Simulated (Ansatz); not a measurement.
(ClBe-mu-Cl)2 (Be2Cl4). Total charge 0; singlet. Geometry PBE0-D4/def2-SVP.

```
atom   x (Å)   y (Å)   z (Å)
 Be1   0.963   0.307  -0.840
 Cl2   2.310   0.735  -2.011
 Cl3   0.097   1.411   0.626
 Be4  -0.964  -0.307   0.839
 Cl5  -2.308  -0.736   2.014
 Cl6  -0.099  -1.410  -0.628
```

B3LYP takes the VWN-RPA correlation.

Task: Estimate the orbital energies around the gap (eV) in Ansatz with HF/6-31G, r2SCAN-D4/def2-TZVP, r2SCANh-D4/def2-TZVP, B3LYP-D4/6-31G, BHLYP-D4/def2-TZVP.

Result: 
```tsv
orbital	HF/6-31G	r2SCAN-D4/def2-TZVP	r2SCANh-D4/def2-TZVP	B3LYP-D4/6-31G	BHLYP-D4/def2-TZVP
HOMO−13	-29.83	-21.00	-21.89	-22.53	-25.02
HOMO−12	-29.80	-20.99	-21.88	-22.51	-25.01
HOMO−11	-17.77	-12.34	-12.93	-13.39	-14.93
HOMO−10	-16.99	-11.56	-12.13	-12.78	-14.10
HOMO−9	-16.28	-11.10	-11.65	-12.31	-13.52
HOMO−8	-15.52	-10.35	-10.90	-11.47	-12.77
HOMO−7	-14.91	-10.07	-10.61	-11.04	-12.48
HOMO−6	-14.61	-9.92	-10.44	-10.90	-12.22
HOMO−5	-14.48	-9.62	-10.13	-10.59	-11.93
HOMO−4	-14.28	-9.51	-10.04	-10.54	-11.85
HOMO−3	-13.04	-8.42	-8.93	-9.37	-10.68
HOMO−2	-12.94	-8.30	-8.81	-9.22	-10.57
HOMO−1	-12.87	-8.27	-8.79	-9.21	-10.55
HOMO	-12.62	-8.05	-8.56	-8.96	-10.32
LUMO	2.22	-1.01	-0.74	-0.93	-0.13
LUMO+1	2.34	-0.96	-0.69	-0.92	0.31
LUMO+2	2.78	-0.65	-0.49	-0.46	0.39
LUMO+3	4.27	0.30	0.61	0.64	1.14
LUMO+4	4.42	0.84	1.10	1.06	1.95
LUMO+5	6.05	1.06	1.17	2.86	2.03
```
